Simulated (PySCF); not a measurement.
# What settings do to a single point of [Gd(H2O)4]3+

The sound run of [Gd(H2O)4]3+ (singlet in the valence; each metal's 4f electrons, 7 of them, lie in its core potential, out of spins and levels) uses PySCF 2.14.0, RKS B3LYP, Gd lcecp-1-SVP with ECP53, O def2-SVP, H def2-SVP; non-relativistic Hamiltonian with scalar-relativistic core potentials where named; density fitting; no spin-orbit coupling, grid (50, 194), threshold 1e-8 Eh and 55 cycles, at the relaxed geometry:

```xyz
13

Gd    0.0000    0.0000    0.0000
O     1.3850    1.2814    1.3470
H     1.3161    1.4440    2.3189
H     2.1914    1.7893    1.0874
O    -1.3850   -1.3470    1.2814
H    -2.1898   -1.0879    1.7905
H    -1.3176   -2.3185    1.4429
O     1.3850   -1.2814   -1.3470
H     2.1914   -1.7893   -1.0874
H     1.3161   -1.4440   -2.3189
O    -1.3850    1.3470   -1.2814
H    -1.3176    2.3185   -1.4429
H    -2.1898    1.0879   -1.7905
```

There Gd1 has a Mulliken charge of 1.73 e and the dipole about the centre of mass is 0.00 D. Each run below changes one thing and starts from free metal ions and neutral atoms unless it says otherwise; with 55 cycles, smearing, a level shift and second-order steps follow where DIIS fails, and their cycles count. Energy shifts count from the sound run. On f atoms grids over 110 angular points are at least (60, 302).

```csv
change,outcome,cycles,energy shift (eV),largest force component (eV/Å),charge on Gd1 (e),dipole about the centre of mass (D)
"H4 put 1.1 Å from Gd1, limit 82 cycles",converged,13,16.40,28.95,1.60,3.98
cycle limit 3,not converged,3,–,–,–,–
all coordinates × 1.05,converged,10,0.65,1.97,1.79,0.00
threshold 1e-06,converged,9,0.0000,0.02,1.73,0.00
```

**Question.** How does the run with this change end: grid (30, 86)?

**Answer.** outcome converged, cycles 9, energy shift (eV) 0.13, largest force component (eV/Å) 0.06, charge on Gd1 (e) 1.72, dipole about the centre of mass (D) 0.00.

Unsound on purpose, so not properties of the compound: H4 put 1.1 Å from Gd1, limit 82 cycles.

Forces carry noise of the integration grid, about 0.01 to 0.03 eV/Å.

A frequency check found unstable modes (1, the lowest at -20 cm⁻¹), so the relaxed geometry is a saddle point, or these are noise. An lcecp potential fixes the number of 4f electrons, so in runs with it no electron can move into or out of that shell.
